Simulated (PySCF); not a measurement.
C₃H₈N, SMILES [CH2]N(C)C, multiplicity 2. The structure is a stationary point at PBE0-D3(BJ)/def2-SVP. The isomer is the one that the SMILES or the coordinates give; other isomers of the formula were not compared.

Computed with PBE0-D3(BJ)/def2-SVP run with PySCF.

Harmonic wavenumbers (cm⁻¹): 204, 205, 283, 352, 423, 444, 628, 885, 1060, 1084, 1109, 1135, 1160, 1362, 1399, 1424, 1444, 1449, 1461, 1469, 1473, 1542, 2977, 2985, 3097, 3099, 3154, 3154, 3158, 3284. Rotational constants (GHz): 9.477, 8.939, 4.949; symmetry number 1.

**Question.** Work out the zero-point energy and the ideal-gas rigid-rotor harmonic-oscillator thermochemistry at 298.15 K and 1 atm.

**Answer.** ZPE = ½ Σ hcν = ½ × 46902 cm⁻¹ = 67.05 kcal/mol. H − E(el) = 71.21 kcal/mol. Entropy in cal/(mol K): translation 38.10, rotation 24.15, vibration 9.54, spin 1.38, total 73.17. G − E(el) = 49.39 kcal/mol. Cp = 21.37 cal/(mol K).
